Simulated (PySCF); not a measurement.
# Ir⁶⁶⁺: ionisation energy

Ir⁶⁶⁺ [Ne] 3s1 [3s1/2^1, M_J = 1/2] → Ir⁶⁷⁺ [Ne], as a difference of total energies. Computed with PySCF 2.14 in an even-tempered Gaussian basis (17 s from 23 bohr⁻², ratio 2.4; 14 p from 29 bohr⁻², ratio 2.4; 4 d from 93 bohr⁻², ratio 2.6; 4 f from 140 bohr⁻², ratio 2.6), with the two-component X2C-1e Hamiltonian. Correlated levels: 1s2 frozen; the 46 highest virtual spinors dropped. "Screened" scales the spin-orbit matrix elements by Boettger's factors to mimic the two-electron term; Breit and QED terms are absent.

| method | ionisation energy (eV) |
| --- | --- |
| GHF (spin-free) | 7858.4 |
| GMP2 (spin-free) | 7859.2 |
| GHF (screened spin-orbit) | 7857.5 |
| GMP2 (screened spin-orbit) | 7858.3 |

Breit and QED terms and the two-electron picture change are absent.

For comparison: 7850 ± 40 eV (theoretical estimate listed by NIST; NIST Atomic Spectra Database, ionization energies).
